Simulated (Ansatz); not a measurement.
Ansatz (a first-principles code) job for CH₄NO, SMILES NC=[OH+], charge +1, PBE-D3(BJ)/def2-TZVP. 

Ansatz 0.2 input:
```yaml
crystal:
  periodic: [false, false, false]
  atoms:
    - {symbol: N, position_ang: [-0.18814804, 1.11060076, 0.00000000]}
    - {symbol: C, position_ang: [0.43206117, -0.02637947, 0.00000000]}
    - {symbol: O, position_ang: [-0.10715154, -1.19081756, 0.00000000]}
    - {symbol: H, position_ang: [-1.19904801, 1.19740172, 0.00000000]}
    - {symbol: H, position_ang: [0.34473353, 1.97281407, 0.00000000]}
    - {symbol: H, position_ang: [1.51765140, -0.03703390, 0.00000000]}
    - {symbol: H, position_ang: [-1.08145533, -1.22256990, 0.00000000]}
basis:
  gaussian:
    orbitals: def2-TZVP
hamiltonian:
  xc: pbe
  dispersion: d3bj
total_charge: 1
relax: {f_tol: 0.002, max_steps: 200}
```

Program output:

```
WARN ansatz: RAYON_NUM_THREADS=1 ignored (pool sized by the plan → 1); use --threads N
Functional definition: PBE
integrals: 0.03 GiB planned
662 factors; their error is unknown
mean field: 0.27 GiB planned
mean field evaluation 1: about -4612.2892 eV, gradient 9.8e1 eV
mean field evaluation 2: about -4587.6429 eV, gradient 1.4e2 eV
mean field evaluation 4: about -4627.9935 eV, gradient 1.9e1 eV
mean field evaluation 8: about -4628.6513 eV, gradient 1.6e-1 eV
mean field evaluation 16: about -4628.6316 eV, gradient 4.9e-5 eV
mean field -4628.63163288 eV, -170.0990751091 hartree, gradient 4.9e-5 eV, S^2 0.000000; 0 other end points of the search recorded, 0 dependent functions left out
the calculation of the forces begins
reference -4628.63166025 eV, -170.0990761148 hartree; 12, 12 occupied and 105, 105 virtual orbitals, 662 factors
relax step   1: F+E_penalty+E_count = -4628.71573220 eV  Δ(F+E_penalty+E_count) = +0.000e0 eV  max|allowed force component| = 5.003e-1 eV/Å  Δτ_max = 0.0000 Å  (28 SCF iters, accepted)
these checks for a lower state are left out or cut short: starts, cluster_reference, orbital_swaps, neighbouring_geometries, increment
integrals: 0.03 GiB planned
662 factors; their error is unknown
mean field: 0.27 GiB planned
mean field -4628.64116216 eV, -170.0994253039 hartree, gradient 1.9e-5 eV, S^2 0.000000; 0 other end points of the search recorded, 0 dependent functions left out
the calculation of the forces begins
reference -4628.64118961 eV, -170.0994263124 hartree; 12, 12 occupied and 105, 105 virtual orbitals, 662 factors
relax step   2: F+E_penalty+E_count = -4628.72508754 eV  Δ(F+E_penalty+E_count) = -9.355e-3 eV  max|allowed force component| = 2.019e-1 eV/Å  Δτ_max = 0.0086 Å  (33 SCF iters, accepted)
these checks for a lower state are left out or cut short: starts, cluster_reference, orbital_swaps, neighbouring_geometries, increment
integrals: 0.03 GiB planned
662 factors; their error is unknown
mean field: 0.27 GiB planned
mean field evaluation 32: about -4628.6423 eV, gradient 2.0e-5 eV
mean field -4628.64229576 eV, -170.0994669627 hartree, gradient 2.0e-5 eV, S^2 0.000000; 0 other end points of the search recorded, 0 dependent functions left out
the calculation of the forces begins
reference -4628.64232322 eV, -170.0994679720 hartree; 12, 12 occupied and 105, 105 virtual orbitals, 662 factors
relax step   3: F+E_penalty+E_count = -4628.72616192 eV  Δ(F+E_penalty+E_count) = -1.074e-3 eV  max|allowed force component| = 4.956e-2 eV/Å  Δτ_max = 0.0042 Å  (32 SCF iters, accepted)
these checks for a lower state are left out or cut short: starts, cluster_reference, orbital_swaps, neighbouring_geometries, increment
integrals: 0.03 GiB planned
662 factors; their error is unknown
mean field: 0.27 GiB planned
mean field -4628.64235334 eV, -170.0994690786 hartree, gradient 1.9e-5 eV, S^2 0.000000; 0 other end points of the search recorded, 0 dependent functions left out
the calculation of the forces begins
reference -4628.64238078 eV, -170.0994700871 hartree; 12, 12 occupied and 105, 105 virtual orbitals, 662 factors
relax step   4: F+E_penalty+E_count = -4628.72624175 eV  Δ(F+E_penalty+E_count) = -7.982e-5 eV  max|allowed force component| = 2.036e-2 eV/Å  Δτ_max = 0.0045 Å  (34 SCF iters, accepted)
these checks for a lower state are left out or cut short: starts, cluster_reference, orbital_swaps, neighbouring_geometries, increment
integrals: 0.03 GiB planned
662 factors; their error is unknown
mean field: 0.27 GiB planned
mean field -4628.64231871 eV, -170.0994678060 hartree, gradient 1.9e-5 eV, S^2 0.000000; 0 other end points of the search recorded, 0 dependent functions left out
the calculation of the forces begins
reference -4628.64234615 eV, -170.0994688145 hartree; 12, 12 occupied and 105, 105 virtual orbitals, 662 factors
relax step   5: F+E_penalty+E_count = -4628.72620279 eV  Δ(F+E_penalty+E_count) = +3.896e-5 eV  max|allowed force component| = 4.306e-2 eV/Å  Δτ_max = 0.0042 Å  (34 SCF iters, rejected (line search))
these checks for a lower state are left out or cut short: starts, cluster_reference, orbital_swaps, neighbouring_geometries, increment
integrals: 0.03 GiB planned
662 factors; their error is unknown
mean field: 0.27 GiB planned
mean field -4628.64238846 eV, -170.0994703695 hartree, gradient 1.9e-5 eV, S^2 0.000000; 0 other end points of the search recorded, 0 dependent functions left out
the calculation of the forces begins
reference -4628.64241591 eV, -170.0994713781 hartree; 12, 12 occupied and 105, 105 virtual orbitals, 662 factors
relax step   6: F+E_penalty+E_count = -4628.72627377 eV  Δ(F+E_penalty+E_count) = -3.202e-5 eV  max|allowed force component| = 9.129e-4 eV/Å  Δτ_max = 0.0019 Å  (34 SCF iters, accepted)
integrals: 0.03 GiB planned
662 factors; their error is unknown
mean field: 0.27 GiB planned
mean field evaluation 64: about -4628.6424 eV, gradient 1.9e-5 eV
mean field -4628.64238846 eV, -170.0994703695 hartree, gradient 1.9e-5 eV, S^2 0.000000; 1 other end points of the search recorded, 0 dependent functions left out
the calculation of the forces begins
reference -4628.64241591 eV, -170.0994713781 hartree; 12, 12 occupied and 105, 105 virtual orbitals, 662 factors
Total energy: -4628.72630122 eV, -170.1025541063 hartree
Atom 0 at    -0.190827     1.114597     0.000000 Å, force    -0.000372     0.000207     0.000000 eV/Å
Atom 1 at     0.433582    -0.029498    -0.000000 Å, force     0.000913    -0.000440     0.000000 eV/Å
Atom 2 at    -0.103555    -1.204157    -0.000000 Å, force     0.000127     0.000456    -0.000000 eV/Å
Atom 3 at    -1.209138     1.204467     0.000000 Å, force    -0.000094    -0.000149    -0.000000 eV/Å
Atom 4 at     0.347987     1.982110    -0.000000 Å, force    -0.000309     0.000186    -0.000000 eV/Å
Atom 5 at     1.527993    -0.038718     0.000000 Å, force    -0.000011    -0.000481     0.000000 eV/Å
Atom 6 at    -1.087399    -1.224786     0.000000 Å, force    -0.000254     0.000222     0.000000 eV/Å
Dipole moment:    -0.249395     0.511292     0.000000 e Å
```

The calculation finished and met its thresholds.
